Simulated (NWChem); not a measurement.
System: CH3BrMg; SMILES [CH3][Mg][Br]

Input file for NWChem:

```
start job
memory heap 200 mb stack 900 mb global 1100 mb
geometry units angstroms noautosym nocenter noautoz
  Mg    -0.006984    -1.122545    -0.000290
  Br     0.036313     1.242373     0.000437
  C     -0.045477    -3.202567    -0.000338
  H     -0.305786    -3.602555    -0.994528
  H     -0.787288    -3.593438     0.715971
  H      0.934514    -3.625026     0.277774
end
basis spherical
  Mg library 6-311g**
  Br library 6-311g**
  C library 6-311g**
  H library 6-311g**
end
dft
  xc b3lyp
  iterations 150
end
property
  shielding 4 1 2 3 4
  efieldgrad
end
task dft property
```

Structure relaxed at the PBE0/def2-SVP level.

GIAO values for the isolated, static molecule; σ is the absolute isotropic shielding, δ = σ(reference) − σ with the isolated reference molecule computed at the same levels (13C: tetramethylsilane, 1H: tetramethylsilane). Spin-orbit effects, on the heavy nuclei and on their neighbours, are missing.

Atoms are numbered as in the input.

Problem. Give the results of this calculation. (B3LYP/6-311G** (spherical d), GIAO.) Quantities: σ Mg1 (ppm); σ Br2 (ppm); δ C3 (ppm); δ H4 (ppm).

Solution. 
```json
{
 "σ Mg1 (ppm)": "456.4",
 "σ Br2 (ppm)": "2827.8",
 "δ C3 (ppm)": "-22.2",
 "δ H4 (ppm)": "-0.67"
}
```
